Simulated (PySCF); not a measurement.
# Vertical excitation energies

Compound: C₇H₈Se.
Cartesian coordinates in Å at the PBE0-D3(BJ)/def2-SVP level; atoms count from 1:
```xyz
16
C7H8Se angstrom
C     -3.4217    0.2088   -0.2256
C     -2.5831   -0.1523    0.5704
C     -1.5755   -0.5811    1.5177
Se    -0.0538    0.6380    1.7155
C      0.9319    0.1664    0.1473
C      0.4111   -0.5186   -0.8852
C      2.3234    0.6232    0.1241
C      2.9937    1.2193    1.1174
H     -4.1660    0.5322   -0.9293
H     -1.1704   -1.5717    1.2587
H     -2.0000   -0.6497    2.5314
H     -0.6315   -0.8353   -0.9366
H      1.0502   -0.7621   -1.7393
H      2.8351    0.4458   -0.8292
H      2.5418    1.4095    2.0956
H      4.0320    1.5306    0.9840
```

The calculation used TDDFT CAM-B3LYP/def2-SVPD, vertical, gas phase, core orbitals frozen in the response in PySCF. The CAM-B3LYP/def2-SVPD calculation is non-relativistic and has no spin–orbit coupling, an omission that weighs most on selenium.

**Question.** Predict the UV-vis stick spectrum at this level.

**Answer.** 

```
state  E (eV)  ν̃ (cm⁻¹)       f  |μ| (D)  main configurations (H = HOMO, L = LUMO)
   S1    4.70      37900   0.021     1.08                    H→L+1 (60%), H→L (24%)
   S2    4.79      38610   0.066     1.90                    H→L (68%), H→L+1 (21%)
   S3    5.54      44680   0.014     0.81                               H→L+2 (82%)
   S4    5.88      47430   0.344     3.93                               H-1→L (89%)
   S5    6.14      49560  0.0022     0.30   H-3→L+1 (34%), H-3→L+2 (9%), H→L+3 (8%)
   S6    6.22      50190   0.010     0.65                   H→L+3 (64%), H→L+4 (8%)
```

The lowest singlet comes at 264 nm (453 kJ/mol) in the ultraviolet; it is weak; its leading configuration is HOMO→LUMO+1 (60%). The strongest level in the table is S4 at 5.88 eV (211 nm, f = 0.344). Löwdin shares by element: HOMO selenium 49%, carbon 38% or more; LUMO carbon 77% or more (atoms not listed hold the other 23%). Of the 6 states listed, 5 reach f = 0.01 and none stays under 0.0005. Weighted by f, the mean energy of these states is 5.67 eV. Orbital energies (eV): HOMO-3 -9.39, HOMO-2 -9.19, HOMO-1 -8.56, HOMO -7.49, LUMO -0.02, LUMO+1 0.72, LUMO+2 0.98. Only the lowest 6 singlets were computed, as vertical energies without vibronic structure.

One conformer stands for the species.
